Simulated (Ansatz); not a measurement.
Compare A (`C/C=C\[NH][AlH2]`) with its isomer B (`N/C=C/[CH2][AlH2]`).

Program: Ansatz. Geometries: PBE0-D4/def2-TZVP. ΔE: electronic, gas phase. CCSD(T)/CBS is the MP2 limit (def2-TZVPP, def2-QZVPP) plus CCSD(T) − MP2 in def2-TZVPP, frozen cores. Double bonds are as drawn, so ΔE can hold a change between cis and trans. Functionals use def2-TZVPP. Each species was taken in one conformer, which may not be the lowest.

(1) Which isomer does CCSD(T)/CBS put lower? Give the gap. (An estimate is asked.)

(2) Give E(B) − E(A) in kcal/mol with PBE-D4, PBE0-D4, B2PLYP, r2SCAN-D4, HF/def2-TZVPP, MP2/def2-TZVPP, CCSD/def2-TZVPP. (Best estimate.)

Largest T1 diagnostic: 0.012.

Answers

(1) Ansatz gave: A, by 22.7 kcal/mol.

(2) Computed: PBE-D4 18.2, PBE0-D4 18.8, B2PLYP 23.5, r2SCAN-D4 19.2, HF/def2-TZVPP 27.3, MP2/def2-TZVPP 22.4, CCSD/def2-TZVPP 23.8. None reverses the order clearly.

In def2-TZVPP, CCSD(T) changes the Hartree–Fock value by −4.4 kcal/mol (the triples alone add −0.9 kcal/mol) and MP2 by −4.9 kcal/mol.
